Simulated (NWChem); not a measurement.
iodine monochloride (ICl); SMILES ClI

All runs: NWChem. Geometry: optimised at PBE-D3(BJ)/def2-SVP. def2 effective core potentials on I; no spin-orbit coupling. Level M06-L/def2-SVP: energy and gradient on several grids; changes count from the extra-fine grid, which is no exact limit either.

Problem. Which is the coarsest grid (fine; xcoarse; xfine; coarse; medium) from which on the energy stays within 50 μHa and each gradient component within 100 μHa/bohr of xfine?

Solution. coarse.
| grid | size of the energy change (μHa) | largest change of a gradient component (μHa/bohr) |
|---|---|---|
| xcoarse | 600 | 60 |
| coarse | < 10 | < 30 |
| medium | < 10 | < 30 |
| fine | < 10 | < 30 |
| xfine | < 10 | < 30 |
